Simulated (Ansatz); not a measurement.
Basis sets compared for Ga₈Sb₈H₂₂, a nanocrystal cut from wurtzite GaSb (hydrogen-capped). The state is a singlet with charge 0. Geometry r2SCAN-D4/def2-SVP. Ansatz on 4 threads of AMD EPYC 7R13 on a shared host and a share (37 GiB) of an NVIDIA H100 80GB HBM3; times are rough, and most runs start from earlier orbitals.

```xyz
38

Ga   -1.881    4.166    2.261
Sb   -3.776    2.532    1.196
Sb    0.197    2.837    1.213
Ga    0.511    0.410    2.235
Ga   -3.239    0.374   -0.281
Sb   -1.498   -1.013    1.173
Sb    2.699   -0.761    1.300
Ga    3.200   -3.136    2.437
Ga   -0.771   -3.175   -0.193
Sb    1.029   -4.377    1.369
Ga    0.177    2.922   -1.431
Sb   -1.703    1.236   -2.261
Sb    2.438    1.644   -2.086
Ga    2.832   -0.897   -1.339
Ga   -0.805   -0.657   -3.955
Sb    0.616   -2.101   -2.179
H    -1.939    3.930    3.803
H    -2.050    5.541    1.539
H    -4.870    2.028    2.398
H    -4.897    3.437    0.290
H     1.618    3.673    1.648
H     0.434    0.394    3.799
H    -4.512   -0.428   -0.705
H    -2.386   -1.598    2.503
H     3.967    0.296    1.729
H     2.929   -3.057    3.973
H     4.444   -3.796    1.761
H    -1.956   -4.104   -0.613
H     0.146   -5.179    2.583
H     1.502   -5.778    0.527
H     0.121    4.352   -2.061
H    -2.734    2.245   -3.166
H     3.731    2.557   -1.459
H     2.809    1.863   -3.731
H     4.167   -1.468   -1.920
H    -2.016   -1.510   -4.448
H     0.243    0.048   -4.885
H     1.223   -3.448   -3.026
```

In the def2 sets Sb takes a core potential; there is no spin–orbit coupling. Single mean-field runs in def2-SVP, def2-TZVP are fitted with def2-universal-jkfit.

Binding counts from free atoms (Ga doublet, Sb quartet, H doublet) in the same basis, without a counterpoise term.

```csv
level,functions,energy (Eh),HOMO (eV),LUMO (eV),binding per atom (eV),wall time
PBE-D4/def2-SVP,574,-17330.0536,-5.76,-2.38,2.38,4.8 s
PBE0-D4/def2-SVP,574,-17330.5117,-6.66,-1.75,2.37,8.5 s
```

(1) Estimate the rows for PBE-D4/def2-TZVP, PBE0-D4/def2-TZVP.

## Answers

(1) 
```csv
level,functions,energy (Eh),HOMO (eV),LUMO (eV),binding per atom (eV),wall time
PBE-D4/def2-TZVP,916,-17332.1094,-5.80,-2.48,2.39,8 s
PBE0-D4/def2-TZVP,916,-17332.5498,-6.66,-1.82,2.38,11 s
```
